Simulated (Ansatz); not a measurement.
Gas-phase electronic energies from Ansatz, PBE0-D4/def2-TZVP geometries. CCSD(T)/CBS is the MP2 limit (def2-TZVPP, def2-QZVPP) plus CCSD(T) − MP2 in def2-TZVPP, frozen cores. Functionals use def2-TZVPP. def2 core potentials past Kr. For In, Sn outer-core shells are correlated without core-valence functions, which leaves a few kJ/mol of doubt a bond. Each species was taken in one conformer, which may not be the lowest.

Consider the redistribution: `C[NH][InH][F]` + `[SnH4]` → `C[NH][InH2]` + `[F][SnH3]`.

`C[NH][InH][F]`:

Cartesian coordinates in Å:
```
C 0.331 0.750 1.025
N -0.470 -0.308 0.448
In -0.353 -0.934 -1.431
F 1.031 0.189 -2.253
H -0.285 1.577 1.399
H 0.953 0.392 1.855
H 1.002 1.159 0.268
H -1.114 -0.732 1.095
H -1.094 -2.093 -2.405
```

`[SnH4]`:

Cartesian coordinates in Å:
```
Sn 0.000 0.000 0.000
H -0.982 1.341 -0.375
H 0.137 -1.004 -1.370
H -0.703 -0.879 1.280
H 1.547 0.541 0.465
```

`C[NH][InH2]`:

```xyz
9

C    -1.291   -0.229   -0.261
N    -0.088   -0.257    0.533
In    1.734    0.441    0.046
H    -1.093    0.246   -1.226
H    -2.100    0.342    0.216
H    -1.681   -1.233   -0.474
H    -0.227   -0.688    1.433
H     2.935    0.234    1.248
H     1.810    1.144   -1.514
```

`[F][SnH3]`:

```xyz
5

F     1.082    0.687    1.265
Sn   -0.075   -0.048   -0.088
H    -1.649    0.214    0.500
H     0.356   -1.690   -0.182
H     0.287    0.837   -1.495
```

```csv
level,ΔE (eV)
r2SCAN-D4,0.18
PBE,0.17
```

Problem. What does CCSD(T)/CBS give? (Estimate.)

Solution. The calculation gave: +0.19 eV. The listed levels differ from it by -0.01, -0.02 eV.

Largest T1 diagnostic among the species: 0.016.

In def2-TZVPP, CCSD(T) changes the Hartree–Fock value by +0.05 eV (the triples alone add +0.00 eV) and MP2 by +0.07 eV. Leaving LDA and LC-ωPBE aside and taking each functional with its dispersion term where it has one, the values, not all of them listed here, spread over 0.09 eV, from B97M-V to PBE-QIDH. At CCSD(T), def2-SVP lies +0.04 eV from the extrapolated value and def2-TZVPP +0.01 eV.
